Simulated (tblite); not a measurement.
Species: C6H8O2.
Geometry (GFN2-xTB, Å), atoms numbered from 1 in this order:
```xyz
16
C6H8O2 angstrom
C      2.1583    0.4658    0.1251
C      1.0004    0.3598    0.7516
C     -0.3008    0.0687    0.0670
C     -0.8600    1.4014   -0.3687
O     -1.7754    1.9713    0.1477
C     -1.2917   -0.8535    0.7894
O     -1.2754   -1.7740   -0.3044
C     -0.3181   -1.0103   -1.0311
H      2.2482    0.3276   -0.9397
H      3.0680    0.6830    0.6570
H      0.9242    0.5124    1.8194
H     -0.3085    1.8319   -1.2276
H     -0.9178   -1.3087    1.7105
H     -2.2830   -0.4241    0.9576
H      0.6235   -1.5524   -1.1600
H     -0.6994   -0.6899   -2.0054
```

Calculated harmonic vibrations of the isolated species, GFN2-xTB (tblite), most abundant isotopes, no scaling. The method is semi-empirical: single wavenumbers can be off by several per cent or more. One conformer, not necessarily the lowest.

Harmonic wavenumbers (cm⁻¹): 59.9, 80.6, 109.1, 213.0, 226.6, 264.8, 341.2, 419.1, 590.3, 622.1, 686.0, 873.2, 887.6, 896.6, 905.1, 939.1, 1003.0, 1018.6, 1033.6, 1072.1, 1103.8, 1113.6, 1132.3, 1195.6, 1210.1, 1247.2, 1275.2, 1280.0, 1359.6, 1403.1, 1463.8, 1473.8, 1693.9, 1792.1, 2761.4, 2920.5, 2938.0, 2943.0, 2956.8, 3068.3, 3106.4, 3136.4.

A = 2384, B = 2191, C = 1425 MHz; mass 112.052 u (most abundant isotopes); point group C1, symmetry number 1.

Question: What is the zero-point energy?

Answer: ½Σν̃ = 27408 cm⁻¹ = 327.87 kJ/mol.

Question: What is S at 400 K and 1 bar for an ideal gas of classical rigid rotors and harmonic oscillators?

Answer: Translation 173.82, rotation 121.48, vibration 125.42: S = 420.7 J/(mol K).

Question: And Cp and H(400 K) − H(0)?

Answer: Cp = 166.54 J/(mol K), of which vibrations give 133.28 (their classical limit is 42 R = 349.2); H(400 K) − H(0) = 39.49 kJ/mol without the zero-point energy, 26.19 from vibrations.

Question: Which modes carry the vibrational entropy at 400 K?

Answer: 59.9 cm⁻¹: 21.09; 80.6 cm⁻¹: 18.64; 109.1 cm⁻¹: 16.15; 213.0 cm⁻¹: 10.73; 226.6 cm⁻¹: 10.24; 264.8 cm⁻¹: 9.03 J/(mol K); the other 36 give 39.54 together.

Question: What must be added to the electronic energy to get the Gibbs energy at 400 K and 1 bar?

Answer: ZPE + [H(400 K) − H(0)] − T·S = 327.87 + 39.49 − 168.29 = 199.07 kJ/mol.

Question: How do the functions run with temperature in this model?

Answer: 
```json
{"T (K)": "100", "S (J/(mol K))": "276.4", "Cp (J/(mol K))": "68.3", "H − H(0) (kJ/mol)": "4.98", "G − H(0) (kJ/mol)": "-22.66", "ln q(vib)": "1.28"}
{"T (K)": "200", "S (J/(mol K))": "332.6", "Cp (J/(mol K))": "97.0", "H − H(0) (kJ/mol)": "13.25", "G − H(0) (kJ/mol)": "-53.26", "ln q(vib)": "3.29"}
{"T (K)": "300", "S (J/(mol K))": "378.1", "Cp (J/(mol K))": "131.0", "H − H(0) (kJ/mol)": "24.60", "G − H(0) (kJ/mol)": "-88.84", "ln q(vib)": "5.25"}
{"T (K)": "500", "S (J/(mol K))": "461.3", "Cp (J/(mol K))": "197.8", "H − H(0) (kJ/mol)": "57.75", "G − H(0) (kJ/mol)": "-172.92", "ln q(vib)": "9.18"}
{"T (K)": "800", "S (J/(mol K))": "569.7", "Cp (J/(mol K))": "262.4", "H − H(0) (kJ/mol)": "127.70", "G − H(0) (kJ/mol)": "-328.09", "ln q(vib)": "15.04"}
{"T (K)": "1000", "S (J/(mol K))": "631.4", "Cp (J/(mol K))": "289.8", "H − H(0) (kJ/mol)": "183.08", "G − H(0) (kJ/mol)": "-448.33", "ln q(vib)": "18.74"}
```

q(vib) and H(0) count from the zero-point level.

Question: Blend soft modes into free rotors: weight 1/[1 + (100 cm⁻¹/ν̃)⁴] for the oscillator and the rest for a rotor with moment μB/(μ + B), μ = h/(8π²ν), B = 10⁻⁴⁴ kg m². What vibrational entropy results?

Answer: 115.65 J/(mol K) in place of 125.42, which changes −T·S at 400 K by +3.91 kJ/mol.

Hindered rotation and anharmonicity are outside this model. Other conformers, if any are populated, would add a mixing term that is left out. The structure is chiral; the term R ln 2 for an equal mix with its mirror image is left out.
